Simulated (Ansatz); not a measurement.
Basis sets compared for Ag₄F₃⁺. Total charge 1; singlet. Geometry r2SCAN-D4/def2-SVP. Ansatz on 4 threads of Arm Neoverse V1 on a shared host; times are rough, and most runs start from earlier orbitals.

```xyz
7

Ag   -1.033    0.932   -1.420
Ag    3.452   -2.839    4.046
Ag    1.407   -0.922    1.059
Ag   -4.001    2.824   -3.517
F     2.242   -1.869    2.696
F    -2.665    1.858   -2.288
F     0.598    0.016   -0.577
```

In the def2 sets Ag takes a core potential; there is no spin–orbit coupling. No other spin state of charge 1 was run. Another isomer (singlet) lies 0.10 eV lower at r2SCAN-D4/def2-TZVP; other spin states weren't run for this one.

```json
{"level": "PBE-D4/def2-SVP", "functions": "166", "energy (Eh)": "-886.7465", "HOMO (eV)": "-8.86", "LUMO (eV)": "-7.43", "wall time": "2.2 s"}
{"level": "PBE0-D4/def2-SVP", "functions": "166", "energy (Eh)": "-886.6861", "HOMO (eV)": "-9.97", "LUMO (eV)": "-6.35", "wall time": "4 s"}
```

(1) Estimate the rows for PBE-D4/def2-TZVP (with forces), PBE0-D4/def2-TZVP.

Results:

(1) 
| level | functions | energy (Eh) | HOMO (eV) | LUMO (eV) | wall time |
| --- | --- | --- | --- | --- | --- |
| PBE-D4/def2-TZVP (with forces) | 253 | -887.2569 | -8.91 | -7.49 | 4.3 s |
| PBE0-D4/def2-TZVP | 253 | -887.1885 | -10.03 | -6.40 | 8 s |
